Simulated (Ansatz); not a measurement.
```xyz
4

Sc    0.0055   -0.0083   -0.0008
F     1.8140    0.0051   -0.0028
F    -0.9034    1.5841   -0.0019
F    -0.9138   -1.5723   -0.0077
```

Basis set: 6-31G* (spherical functions). Left uncorrelated: 8 orbitals. Charge 0, multiplicity 1.

Computed with Ansatz (development build ahead of 0.2.0); each method stands on the lowest determinant of its kind that the runs found. Restricted open shells among the atoms or ions are ROHF, correlated in semicanonical orbitals with singles.

The atomization energy at this shape (free ground-state atoms in the same class of orbitals less the molecule, no zero-point energy) of singlet ScF3:

```tsv
method	atomization energy
RHF	14.54 eV
```

Q: What does RHF-MP2 give?

A: 19.73 eV.
